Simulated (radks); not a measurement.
The lead anion Pb- inside a hard spherical wall (all orbitals vanish at R), configuration held at [Hg] 6p3 and not refilled when levels cross. Method: scalar-relativistic Kohn-Sham, LDA (Slater exchange, Perdew-Wang correlation), spin-polarised, spherical densities, finite nucleus; open shells are filled with parallel spins first (spin-orbit coupling, left out, can overturn this in heavy ions); Fermi nuclear charge, rms radius 5.5012 fm; computed with a radial shooting solver on a logarithmic mesh with Libxc functionals. Eigenvalues in eV for spin up, with the zero of energy where the potential of the charges vanishes at infinity; a dash marks a level that is unbound or too diffuse for the functional's potential to be trusted. A positive occupied level is held by the wall or, in an anion where self-interaction has pushed it up, behind a barrier. The pressure on the wall is -dE/dV.

| R (bohr) | E (hartree) | kinetic (hartree) | e(5p) | e(5d) | e(6s) | e(6p) | e(7s, empty) | e(6d, empty) | pressure (GPa) |
|---|---|---|---|---|---|---|---|---|---|
| 20 | -20864.9383 | 23559.049 | -80.089 | -15.501 | -7.044 | 0.869 | 1.900 | 2.583 | 0.000177 |
| 12 | -20864.9357 | 23559.061 | -79.780 | -15.194 | -6.764 | 1.108 | 2.973 | 4.474 | 0.0232 |
| 8 | -20864.9086 | 23559.175 | -78.502 | -13.936 | -5.693 | 2.144 | 6.125 | 7.673 | 0.745 |
| 6 | -20864.8040 | 23559.587 | -76.176 | -11.682 | -3.854 | 4.362 | 12.880 | 12.669 | 7.34 |
| 4 | -20863.9629 | 23562.845 | -68.286 | -4.302 | 3.286 | 14.370 | 42.638 | 31.248 | 170 |
| 2.5 | -20855.9718 | 23592.574 | -39.247 | 23.786 | 44.347 | 69.149 | 178.03 | 111.37 | 6220 |
| 2 | -20840.1520 | 23647.355 | -7.656 | 58.980 | 110.15 | 150.23 | 348.20 | 211.57 | 32400 |
| 1.5 | -20778.9483 | 23839.862 | 75.861 | 159.67 | 322.58 | 391.92 | 806.42 | 481.61 | 249000 |
